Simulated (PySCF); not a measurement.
Several molecules and their computed UV-vis stick spectra, shuffled. Computed, not measured: PySCF 2.14.0, density-fitted response routines, TDDFT PBE0/def2-SVPD, vertical, gas phase, core orbitals frozen in the response. Geometries: GFN2-xTB; one conformer of each isolated species. Triplets are in the Tamm–Dancoff approximation.

A. `CO` (CH4O)
B. `C=C[PH](=S)C=C` (C4H7PS)
C. `CO[C@H]1CC=NC1` (C5H9NO)
D. `CC(=O)c1cc(Cl)nnn1` (C5H4ClN3O)
E. `C1CC1` (C3H6)

Lowest singlet levels (six at most, fewer where fewer were computed) with oscillator strengths:

1. 2.99 eV (f 0.001); 3.36 eV (f 0.000); 3.53 eV (f 0.003); 4.09 eV (f 0.001); 4.32 eV (f 0.001); 5.01 eV (f 0.031); T1 2.40 eV
2. 8.23 eV (f 0.002 summed over 2 states); 8.84 eV (f 0.000); 8.91 eV (f 0.000); 8.94 eV (f 0.195 summed over 2 states); 9.02 eV (f 0.000 summed over 2 states); T1 8.03 eV
3. 6.93 eV (f 0.002); 8.10 eV (f 0.035); 8.65 eV (f 0.002); 9.18 eV (f 0.012); 9.23 eV (f 0.065); 9.72 eV (f 0.061); T1 6.59 eV
4. 5.28 eV (f 0.002); 6.63 eV (f 0.014); 6.81 eV (f 0.001); 7.12 eV (f 0.007); 7.34 eV (f 0.021); 7.59 eV (f 0.121); T1 4.48 eV
5. 3.98 eV (f 0.027); 4.17 eV (f 0.005); 5.14 eV (f 0.010); 5.16 eV (f 0.053); 5.75 eV (f 0.000); 6.10 eV (f 0.020); T1 3.61 eV

Task: Which spectrum belongs to which structure?

Result: 1 = D, 2 = E, 3 = A, 4 = C, 5 = B.
- A: S1 at 6.93 eV, HOMO→LUMO (97%); Löwdin shares by element: HOMO oxygen 66%, carbon 16%, hydrogen 14% or more; LUMO oxygen 32%, carbon 30%, hydrogen 28% or more; HOMO -7.99 and LUMO 0.59 eV; point group Cs.
- B: S1 at 3.98 eV, HOMO→LUMO (98%); Löwdin shares by element: HOMO sulfur 73%, phosphorus 13%, carbon 8% or more; LUMO carbon 71% (atoms not listed hold the other 29%); HOMO -6.50 and LUMO -1.39 eV; point group Cs, 1 of its 6 listed states under f = 0.0005.
- C: S1 at 5.28 eV, HOMO→LUMO (90%), HOMO-1→LUMO (9%); Löwdin shares by element: HOMO nitrogen 36%, oxygen 25%, carbon 18% or more (atoms not listed hold the other 21%); LUMO carbon 44% or more, nitrogen 36%, hydrogen 7% or more; HOMO -7.01 and LUMO 0.06 eV.
- D: S1 at 2.99 eV, HOMO→LUMO (98%); Löwdin shares by element: HOMO nitrogen 85%, carbon 5% or more; LUMO carbon 31% or more, nitrogen 16% or more, oxygen 14% (atoms not listed hold the other 39%); HOMO -7.66 and LUMO -3.17 eV; point group Cs, 1 of its 6 listed states under f = 0.0005.
- E: S1 at 8.23 eV, HOMO-1/HOMO→LUMO (99%); Löwdin shares by element: HOMO (one of a set within 0.03 eV) carbon 84% (atoms not listed hold the other 16%); LUMO carbon 55%, hydrogen 8% or more (atoms not listed hold the other 37%); HOMO -8.46 and LUMO 1.10 eV; point group D3h, 4 of its 8 listed states under f = 0.0005.

A slash joins orbitals within 0.01 eV of each other, whose weights are summed (≥ marks a lower bound).
